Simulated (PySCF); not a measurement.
**Ionisation energy of C⁴⁺ by level of theory**

C⁴⁺ 1s2 (1S) → C⁵⁺ 1s1 (2S), as a difference of total energies. All numbers are calculated (PySCF 2.14, the non-relativistic Hamiltonian (point nucleus), in an uncontracted even-tempered set (15 s from 1.2 bohr⁻², ratio 2.2; 7 p from 1.9 bohr⁻², ratio 2.4; 4 d from 5.8 bohr⁻², ratio 2.4; 3 f from 8.8 bohr⁻², ratio 2.4; 3 g from 13 bohr⁻², ratio 2.4)). Correlated levels: nothing frozen; virtual orbitals above 40 to 60 times the deepest correlated orbital energy dropped. The calculations carry no spin-orbit coupling.

```tsv
method	ionisation energy (eV)	difference from reference (eV)
UHF	390.79	-1.30
MP2 (all electrons)	391.95	-0.14
SCS-MP2 (all electrons)	392.18	+0.09
CCSD (all electrons)	392.00	-0.09
```

Reference: 392.09 eV (theoretical estimate listed by NIST; NIST Atomic Spectra Database, ionization energies).

With two correlated electrons CCSD is exact in that space.
